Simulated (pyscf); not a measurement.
A first-order saddle from PySCF, ωB97X-D3(BJ)/def2-SVP:

```
O
H 1 0.9675
Ge 1 1.9249 2 116.69
H 3 1.5312 1 99.40 2 121.08
H 3 1.5353 4 116.66 1 105.99
O 3 1.8441 4 119.73 5 162.73
H 6 1.4918 3 62.36 4 -81.77
Sn 6 2.1685 7 164.83 3 15.03
O 8 1.9913 6 119.03 7 59.61
H 9 0.9669 8 110.19 6 -174.09
O 8 1.9956 9 97.31 10 -7.94
H 11 0.9651 8 113.05 9 169.70
```
Charge 0, spin multiplicity 1.

Surface: singlet, charge 0. Lowest wavenumbers (cm⁻¹): 1179i, 48, 94, 125, 150.

Question: Name the species on either side of this saddle.

Answer: HO–Sn(OH)(OH)–O–GeH₃ ⇌ HO–GeH₂–OH + HO–Sn:–OH [singlet], a multi-bond step read from left to right: O–Sn, O–Sn, Ge–H broken and H–O, Ge–O formed. At ωB97M-D3(BJ)/def2-TZVP it lies +70.1 kcal/mol from the left side and +77.0 kcal/mol from the right (each side as separated species at their lowest minima found). On the product side the descent ends in a bound adduct (not fully relaxed), 13.9 kcal/mol under the separated species and 86.9 kcal/mol under the saddle at ωB97X-D3(BJ)/def2-TZVP. At ωB97X-D3(BJ)/def2-TZVP the barrier from the zero used here is 73.9 kcal/mol. This is the saddle that the search found; another between the same sides may lie lower. A restricted solution here is unstable towards spin polarisation, so biradical character is likely and single-reference numbers are less safe. Elements up to Kr have no core potential and no relativistic terms here. Elements past Kr carry the def2 core potentials, without spin-orbit coupling.
